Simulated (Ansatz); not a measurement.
Calculated with Ansatz (gas phase, PBE0-D4/def2-TZVP geometries, no zero-point term in ΔE). CCSD(T)/CBS is the MP2 limit (def2-TZVPP, def2-QZVPP) plus CCSD(T) − MP2 in def2-TZVPP, frozen cores. Functionals use def2-TZVPP. For Ga, Ge outer-core shells are correlated without core-valence functions, which leaves a few kJ/mol of doubt a bond. Scalar relativity is left out up to krypton.

Consider the formal exchange of groups at a Ga–C bond: `[GaH2][CH]1BO1` + `[SiH3][GeH3]` → `[SiH3][GeH2][GaH2]` + `B1CO1`.

| level | ΔE (kJ/mol) | difference from CCSD(T)/CBS |
| --- | --- | --- |
| r2SCAN-D4 | -48.6 | -0.8 |
| PBE0-D4 | -54.8 | -7.0 |
| CAM-B3LYP-D4 | -47.2 | 0.6 |
| ωB97X-V | -46.6 | 1.2 |
| PBE-QIDH | -51.4 | -3.6 |
| PBE | -51.4 | -3.6 |
| revPBE | -51.7 | -3.9 |
| BLYP | -48.3 | -0.5 |
| r2SCAN | -48.4 | -0.6 |
| r2SCANh | -50.0 | -2.2 |
| r2SCAN0 | -52.2 | -4.4 |
| BHLYP | -51.7 | -3.9 |
| RPA@PBE/def2-TZVPP | -44.6 | 3.2 |
| CCSD/def2-SVP | -47.5 | 0.3 |
| SCS-MP2/def2-QZVPP | -44.8 | 3.0 |
| HF/CBS(def2) | -50.0 | -2.2 |
| CCSD(T)/CBS | -47.8 | 0 |

Largest T1 diagnostic among the species: 0.016.

From r2SCAN to r2SCAN0 (25 % exact exchange), in def2-TZVPP and without D4, ΔE moves by −3.9 kJ/mol. Leaving LDA and LC-ωPBE aside and taking each functional with its dispersion term where it has one, the values, not all of them listed here, spread over 13.2 kJ/mol, from HSE06-D4 to B97M-V. LDA lies +4.4 kJ/mol from PBE without D4. In def2-TZVPP, CCSD(T) changes the Hartree–Fock value by +4.0 kJ/mol (the triples alone add +1.6 kJ/mol) and MP2 by +4.8 kJ/mol.
